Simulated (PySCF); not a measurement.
# Boron: a sound run and one with changed settings

Sound run: B⁺ [He] 2s2, B²⁺ [He] 2s1. All numbers are calculated (PySCF 2.14, no relativity, point nucleus, in aug-cc-pVDZ (4s3p2d, 23 functions)). In the sound run the correlated levels freeze 1s2. The sound run starts from symmetry-adapted Hartree-Fock orbitals and uses a fine grid where one is needed.

A second run was set up differently.

```csv
species,method,sound run (hartree),changed run (hartree),converged
B⁺,MP2,-24.26767,-24.26877,yes
B⁺,CCSD(T),-24.29369,-24.29449,yes
B²⁺,MP2,n/a,-23.37244,yes
B²⁺,CCSD(T),n/a,-23.37252,yes
```

Ionisation energy of B⁺:

```tsv
method	sound run (eV)	changed run (eV)
UHF	23.492	23.492
MP2	24.381	24.390
SCS-MP2	24.559	24.569
CCSD	25.089	25.087
CCSD(T)	25.089	25.088
```

Task: What was changed?
A. all electrons correlated in a valence basis
B. too few SCF iterations
C. basis contracted for another Hamiltonian
D. a valence shell is frozen

Result: A. A valence basis has no tight correlating functions, so it recovers only part of the core correlation, and not evenly between atom and ion.
